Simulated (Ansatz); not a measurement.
The first iterations of a band of FH3Si + H4OSi (11 atoms, charge 0, multiplicity 1).

All numbers below come from RKS PBE0-D4/def2-SVP in Ansatz 0.2.0.

- movable images: 2
- climbing image: no
- spring: 5.0 eV/Å²
- optimiser: quadratic models (default)
- start path: through a guess of the saddle point
- force threshold: 0.05 eV/Å
- iteration limit: 60
- end points: relaxed

First end point:

```xyz
11
Properties=species:S:1:pos:R:3
Si 0.547 0.071 -0.160
H 0.143 -1.355 -0.062
H 2.007 0.208 0.104
F -0.210 0.917 1.029
H 0.199 0.673 -1.472
O -2.515 0.165 -0.147
Si -3.430 -1.116 0.403
H -2.617 -2.060 1.236
H -4.592 -0.657 1.229
H -3.930 -1.825 -0.806
H -2.067 0.701 0.522
```

Last end point:

```xyz
11
Properties=species:S:1:pos:R:3
Si -0.032 -0.287 -0.634
H -1.404 1.680 1.909
H 1.192 -0.643 0.124
F -0.421 1.249 -0.269
H 0.161 -0.347 -2.105
O -1.259 -1.264 -0.172
Si -2.887 -1.520 0.055
H -3.103 -2.985 0.208
H -3.347 -0.810 1.282
H -3.654 -1.023 -1.126
H -1.711 1.671 2.606
```

| iteration | highest image above the first end (eV) | largest band force component (eV/Å) |
| --- | --- | --- |
| 1 | 12.687 | 26.860 |
| 2 | 4.372 | 11.435 |
| 3 | 1.768 | 8.201 |
| 4 | 0.753 | 3.147 |
| 5 | 0.329 | 0.630 |
| 6 | 0.246 | 0.923 |

Q: Does the band converge within its limit, and where does its top end?

A: The forces met the threshold. It ended after 19 iterations with the highest image 0.126 eV above the first end. No image climbed, so the highest image needn't sit at the top of the path. A band with more images between the same ends climbed to 1.19 eV, so this one has probably stepped over the top. So few images can step over the top or miss a turn of the path. The orbitals stay closed-shell, which can raise the energy where a bond breaks towards radicals; this wasn't checked here.

The run took 68 s on 2 threads of Arm Neoverse V2, with other jobs on the host, peak memory 0.21 GiB.
